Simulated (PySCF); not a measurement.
Mayer bond orders and bond lengths

Species: 3-phenylfuran, C10H8O.
Numbering: `[cH:1]1[cH:2][cH:3][c:4](-[c:5]2[cH:6][cH:7][o:8][cH:9]2)[cH:10][cH:11]1` (hydrogens: H12 on C1; H13 on C2; H14 on C3; H15 on C6; H16 on C7; H17 on C9; H18 on C10; H19 on C11)

Structure used (GFN2-xTB), in Å, numbered top down from 1:
```xyz
19
C10H8O angstrom
C     -2.9941   -0.1372    0.1968
C     -2.3341    0.9593    0.7270
C     -0.9579    1.0511    0.6438
C     -0.2163    0.0453    0.0253
C      1.2343    0.1421   -0.0728
C      2.1674   -0.9278   -0.2181
C      3.3971   -0.3554   -0.2670
O      3.3044    0.9817   -0.1724
C      2.0010    1.2768   -0.0518
C     -0.8904   -1.0544   -0.5017
C     -2.2671   -1.1431   -0.4170
H     -4.0699   -0.2060    0.2611
H     -2.8961    1.7452    1.2107
H     -0.4478    1.9019    1.0700
H      1.9480   -1.9747   -0.2589
H      4.3791   -0.7746   -0.3652
H      1.7399    2.3143    0.0130
H     -0.3319   -1.8354   -0.9953
H     -2.7755   -1.9998   -0.8349
```

Bond orders from the PBE0/pcSseg-1 density (PySCF). Geometry: GFN2-xTB, one conformer, isolated molecule.

Problem. Where do the orders between heavy atoms depart from those drawn in the SMILES?

Solution. The largest departure is 0.429, at O8–C9 (drawn aromatic, 1.071), counting aromatic bonds as 1.5. The bonds drawn aromatic range from 1.07 to 1.61.

Problem. Give the Mayer order of every bond, beside its length.

Solution. 
```tsv
bond	drawn as	length (Å)	Mayer order
C1–C2	aromatic	1.385	1.425
C2–C3	aromatic	1.382	1.455
C3–C4	aromatic	1.394	1.409
C4–C5	single	1.457	0.998
C5–C6	aromatic	1.427	1.271
C6–C7	aromatic	1.357	1.614
C7–O8	aromatic	1.344	1.077
O8–C9	aromatic	1.342	1.071
C4–C10	aromatic	1.393	1.414
C10–C11	aromatic	1.382	1.450
C11–C1	aromatic	1.385	1.431
C9–C5	aromatic	1.370	1.590
C1–H12	single	1.080	0.968
C2–H13	single	1.080	0.961
C3–H14	single	1.080	0.969
C6–H15	single	1.070	0.996
C7–H16	single	1.072	0.979
C9–H17	single	1.072	0.996
C10–H18	single	1.080	0.967
C11–H19	single	1.080	0.962
```

By pair of heavy elements: C–C: lowest C4–C5 (0.998, 1.457 Å), highest C6–C7 (1.614, 1.357 Å). C–O: all 2 within 0.02 of one another (1.071 to 1.077).

Problem. Sum the orders of all bonds at each heavy atom with more than one neighbour and set the sums beside the valence in the SMILES.

Solution. C1 3.824 (drawn 4), C2 3.841 (drawn 4), C3 3.833 (drawn 4), C4 3.821 (drawn 4), C5 3.859 (drawn 4), C6 3.881 (drawn 4), C7 3.670 (drawn 4), O8 2.148 (drawn 2), C9 3.657 (drawn 4), C10 3.831 (drawn 4), C11 3.843 (drawn 4). Orders between atoms that aren't bonded are not in these sums.

The Mayer order sums products of elements of PS (density times overlap matrix) between the two atoms' basis functions, so it depends on the basis set.

The run behind these numbers computed NMR shieldings as well. On Arm Neoverse V1, one thread, no GPU, shared host, this took 46 s of wall time.
